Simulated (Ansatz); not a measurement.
The molecule CdSb, multiplicity 4 (lowest of 2S+1 = 2, 4 at CCSD(T)/def2-TZVPP on PBE0 minima; our sources give no spin for the ground state, which may be another). No spin–orbit coupling.

Seven points along R, fitted to fifth degree in 1/R; most abundant isotopes. Runs in def2 and cc sets follow the lowest solution found near the PBE0 minimum.

Codes used: Ansatz (a program for electronic structure). Values without a source in brackets are computed. In def2 rows elements past Kr take small-core potentials, without spin–orbit coupling.

Energies at PBE0/def2-TZVPP:

| R (Å) | E (hartree) |
|---|---|
| 2.794597 | -408.00447798 |
| 2.869721 | -408.00570597 |
| 2.938834 | -408.00625541 |
| 3.016963 | -408.00639850 |
| 3.095091 | -408.00619367 |
| 3.185240 | -408.00568738 |
| 3.290413 | -408.00490370 |

### Question
With a reduced mass of 58.6496 u, find the minimum, the force constant and the constants.

### Answer
A fifth-degree polynomial in 1/R puts the minimum at r_e = 3.0049 Å with force constant 26.2 N/m. Then ω_e = (1/2πc)√(k/μ) = 87 cm⁻¹ and B_e = h/(8π²cμr_e²) = 0.03183 cm⁻¹; the cubic and quartic terms give α_e = 0.00030 and ω_e x_e = 0.97 cm⁻¹.
